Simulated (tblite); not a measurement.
Species: C₅HBF₂O.
SMILES with atom numbers: `[CH:1]#[C:2][c:3]1[c:4]([B:5]([F:6])[F:7])[c:8]1=[O:9]` (hydrogens: H10 on C1)

Computed with GFN2-xTB (tblite), gas phase: L-BFGS steps from a force-field or distance-geometry start until the largest atomic force falls under 0.01 eV/Å.

Step 22: E = -705.2274 eV
```
atom  x, y, z in Å  |  force x, y, z in eV/Å
C1      2.8593   -0.4682    0.0186    0.047  -0.001   0.001
C2      1.7473   -0.0034    0.0022    0.007  -0.016  -0.028
C3      0.4786    0.5230   -0.0369    0.011  -0.055   0.015
C4     -0.8525    0.1837   -0.0115   -0.035   0.014  -0.020
B5     -1.9287   -0.8964    0.0847    0.047   0.057   0.005
F6     -2.3926   -1.3163    1.2417   -0.038  -0.016   0.014
F7     -2.4813   -1.4386   -0.9783   -0.020  -0.004  -0.005
C8     -0.4715    1.5772   -0.1373   -0.025  -0.017   0.013
O9     -0.7772    2.7185   -0.2398    0.018  -0.002  -0.002
H10     3.8274   -0.8748    0.0340   -0.011   0.040   0.008
```

Step 23: E = -705.2278 eV
```
atom  x, y, z in Å  |  force x, y, z in eV/Å
C1      2.8622   -0.4661    0.0194    0.023   0.002  -0.003
C2      1.7481   -0.0060    0.0021    0.003  -0.009  -0.029
C3      0.4788    0.5204   -0.0376    0.015  -0.032   0.012
C4     -0.8527    0.1825   -0.0135   -0.008  -0.002   0.000
B5     -1.9282   -0.8964    0.0853    0.010   0.052  -0.001
F6     -2.3951   -1.3130    1.2425   -0.031  -0.019   0.002
F7     -2.4828   -1.4351   -0.9787   -0.023  -0.018   0.002
C8     -0.4725    1.5752   -0.1371   -0.003  -0.018   0.007
O9     -0.7793    2.7163   -0.2386    0.027   0.000  -0.001
H10     3.8303   -0.8731    0.0337   -0.012   0.043   0.011
```

Step 24: E = -705.2280 eV
```
atom  x, y, z in Å  |  force x, y, z in eV/Å
C1      2.8638   -0.4648    0.0198    0.001   0.008  -0.006
C2      1.7483   -0.0080    0.0015   -0.002  -0.005  -0.026
C3      0.4788    0.5182   -0.0379    0.009  -0.008   0.008
C4     -0.8532    0.1824   -0.0145    0.012  -0.013   0.012
B5     -1.9282   -0.8955    0.0857   -0.026   0.025  -0.003
F6     -2.3965   -1.3120    1.2427   -0.022  -0.013  -0.009
F7     -2.4833   -1.4335   -0.9787   -0.022  -0.018   0.009
C8     -0.4730    1.5740   -0.1369    0.016  -0.012   0.004
O9     -0.7794    2.7152   -0.2381    0.032   0.000   0.000
H10     3.8316   -0.8714    0.0338    0.002   0.038   0.012
```

Step 25: E = -705.2282 eV
```
atom  x, y, z in Å  |  force x, y, z in eV/Å
C1      2.8652   -0.4634    0.0201   -0.018   0.013  -0.008
C2      1.7483   -0.0099    0.0003   -0.005  -0.003  -0.020
C3      0.4788    0.5160   -0.0380    0.000   0.012   0.001
C4     -0.8537    0.1822   -0.0150    0.022  -0.020   0.021
B5     -1.9289   -0.8940    0.0861   -0.055  -0.010  -0.004
F6     -2.3980   -1.3116    1.2428   -0.014  -0.004  -0.019
F7     -2.4839   -1.4326   -0.9785   -0.019  -0.013   0.015
C8     -0.4731    1.5728   -0.1366    0.031  -0.003   0.001
O9     -0.7786    2.7143   -0.2377    0.036  -0.002   0.001
H10     3.8329   -0.8691    0.0341    0.021   0.030   0.012
```

Task: Estimate the geometry and energy of step 26. (The exact step hangs on the optimiser's Hessian estimate; all steps are aligned on step 25, rigid shifts and turns removed.)

Result: E = -705.2285 eV, largest force 0.099 eV/Å
```
atom  x, y, z in Å  |  force x, y, z in eV/Å
C1      2.8676   -0.4610    0.0203   -0.039   0.018  -0.011
C2      1.7485   -0.0131   -0.0022   -0.002   0.002  -0.009
C3      0.4791    0.5125   -0.0381   -0.014   0.031  -0.011
C4     -0.8539    0.1811   -0.0156    0.026  -0.023   0.034
B5     -1.9309   -0.8917    0.0865   -0.082  -0.055  -0.005
F6     -2.4014   -1.3107    1.2427   -0.004   0.010  -0.029
F7     -2.4859   -1.4313   -0.9780   -0.016  -0.005   0.020
C8     -0.4727    1.5706   -0.1361    0.046   0.008  -0.002
O9     -0.7768    2.7126   -0.2369    0.040  -0.006   0.002
H10     3.8354   -0.8643    0.0349    0.045   0.019   0.011
```

The energy changes by -0.0004 eV. The first-order estimate −F·Δx gives -0.0005 eV and the mean of the old and new forces, exact on a quadratic surface, -0.0004 eV. The step makes an angle of 65° with the force vector and moves no atom by more than 0.005 Å.

The cost below is that of the whole relaxation. The run took 0.24 s of wall time on Arm Neoverse V1, one thread, shared host with 32 logical CPUs at a one-minute load of 33.
